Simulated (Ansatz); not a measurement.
`[OH][Zr]([Cl])([Cl])[Cl]` + `ClCI` → `[OH][Zr]([Cl])([Cl])[I]` + `ClCCl` at 298.15 K and 1 bar (formal exchange of groups at a Zr–Cl bond).

Computed with Ansatz on PBE0-D4/def2-TZVP structures; ΔE is electronic, products minus reactants. CBS: MP2 limit from def2 TZ/QZ plus the TZ coupled-cluster correction, frozen cores. This one scheme is used for every species. def2 core potentials past Kr. For I, Zr outer-core shells are correlated without core-valence functions, which leaves a few kJ/mol of doubt a bond. One conformer a species, not always the lowest.

| species | CCSD(T)/CBS energy (Eh) | H − E (kJ/mol) | S (J/(mol·K)) |
| --- | --- | --- | --- |
| `[OH][Zr]([Cl])([Cl])[Cl]` | -1502.40323 | 66.5 | 383.7 |
| `ClCI` | -796.46468 | 87.0 | 295.6 |
| `[OH][Zr]([Cl])([Cl])[I]` | -1340.05569 | 66.0 | 412.5 |
| `ClCCl` | -958.80256 | 89.3 | 270.0 |

H − E and S are ideal-gas, rigid-rotor, harmonic terms from PBE0-D4/def2-TZVP, for one conformer and one mirror image of each species. 1 Eh = 2625.50 kJ/mol, R = 8.31446 J/(mol·K).

Question: By hand: ΔE, ΔH, ΔS and ΔG.

Answer: ΔE = (-1340.05569) + (-958.80256) − (-1502.40323) − (-796.46468) = 0.00966 Eh = 25.4 kJ/mol. Δ(H − E) = 66.0 + 89.3 − 66.5 − 87.0 = 1.8, so ΔH = 27.2 kJ/mol. ΔS = 412.5 + 270.0 − 383.7 − 295.6 = 3.2 J/(mol·K). ΔG = 27.2 − 298.15 × (3.2)/1000 = 26.2 kJ/mol.

Question: By hand: the equilibrium constant, and the temperature at which ΔG would vanish if ΔH and ΔS stayed fixed.

Answer: log₁₀ K = −ΔG/(RT ln 10) = -4.6. ΔG = 0 at ΔH/ΔS = 8500 K, far beyond where these terms or the molecules hold.

The number of gas molecules stays the same, so ΔS is small and ΔH decides. A doubt of 5 kJ/mol in ΔE shifts log₁₀ K by 0.9 here. Other conformers and mirror images would add mixing entropy, several J/(mol·K) or more a flexible species. These are equilibria of isolated gas molecules and say nothing of rates. Largest T1 diagnostic: 0.016 (customary marks: 0.02 for closed shells, 0.045 for open ones).
